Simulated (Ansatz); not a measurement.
Zn₂Se₂⁺, that is (ZnSe)2 ring with one electron fewer. Charge 1, multiplicity 2. Geometry r2SCAN-D4/def2-SVP, that of the neutral singlet; atoms count from 1.

```xyz
4

Zn    0.3975   -0.0062    1.1413
Se    0.4629    1.9522   -0.1506
Zn   -0.3977    0.0062   -1.1412
Se   -0.4628   -1.9523    0.1505
```

Question: Estimate the Mulliken populations from the PBE0/def2-TZVP orbitals of Ansatz.

Answer: 
| atom | charge (e) | spin (α − β) | d electrons |
| --- | --- | --- | --- |
| Zn1 | 0.51 | -0.09 | 10.04 |
| Se2 | -0.01 | 0.59 | – |
| Zn3 | 0.51 | -0.09 | 10.04 |
| Se4 | -0.01 | 0.59 | – |
Mulliken values and Mayer orders depend strongly on the basis.

Question: Where does the spin sit?

Answer: Summed by element: Zn -0.18, Se 1.18, of 1 unpaired in all. Largest on single atoms: Se2 0.59, Se4 0.59, Zn1 -0.09.

Question: And the Mayer bond orders between bonded heavy atoms (over 0.3)?

Answer: Zn1–Se2 0.97 (2.35 Å); Zn1–Se4 0.97 (2.35 Å); Se2–Zn3 0.97 (2.35 Å); Zn3–Se4 0.97 (2.35 Å). Values over 0.3 also appear between atoms too far apart for a bond (Se2–Se4 0.42 at 4.02 Å); they arise where an orbital or an unpaired electron spreads over both atoms.
